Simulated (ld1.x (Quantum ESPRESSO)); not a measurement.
# How hard is this C (Z = 6) ultrasoft potential?

| Item | Value |
| --- | --- |
| Element | carbon |
| Generator | ld1.x (Quantum ESPRESSO) 7.5 |
| Type | ultrasoft |
| Functional | PBEsol |
| Relativity | scalar-relativistic |
| Frozen core | [He] |
| Valence charge | 4 |
| Reference configuration | 2s2 2p2 |
| Partial waves | 2s (bound): rcut 0.90, rcutus 1.25 bohr; 2s channel at 1.9 Ry: rcut 0.90, rcutus 1.25 bohr; 2p (bound): rcut 2.90, rcutus 3.55 bohr; 2p channel at 4 Ry: rcut 2.90, rcutus 3.55 bohr; 3d channel at 0.05 Ry: rcut 2.90, rcutus 3.60 bohr; 3d channel at 1.55 Ry: rcut 2.90, rcutus 3.60 bohr |
| Local potential | all-electron potential smoothed inside 1.95 bohr (lloc = -1) |
| Core correction | Bessel-smoothed model core, default radius (core density twice the valence density) |
| Augmentation charge | PSQ, radius 0.95 bohr |

The pseudo-atom Hamiltonian at the reference potential is diagonalised in spherical Bessel functions j_l(qr) that vanish at 20 bohr, with q² up to the cutoff. All-electron valence levels (Ry): 2s -1.0031, 2p -0.3846.

How do the lowest levels (Ry) of each channel move with the cutoff, and are there ghosts?

```csv
cutoff (Ry),s #1,p #1,d #1,f #1,Σ f·Δε (mRy)
8,-1.0019,-0.3846,0.0732,0.1172,2.7
10,-1.0026,-0.3846,0.0732,0.1172,1.1
12,-1.0027,-0.3846,0.0732,0.1172,1.0
15,-1.0027,-0.3846,0.0732,0.1172,0.8
18,-1.0029,-0.3846,0.0732,0.1172,0.5
400,-1.0031,-0.3846,0.0732,0.1172,0.0
```

Result: no extra level below or beside the all-electron valence levels (s, p, d, f tested); 10 mRy is reached at 8 Ry and 1 mRy at 12 Ry.
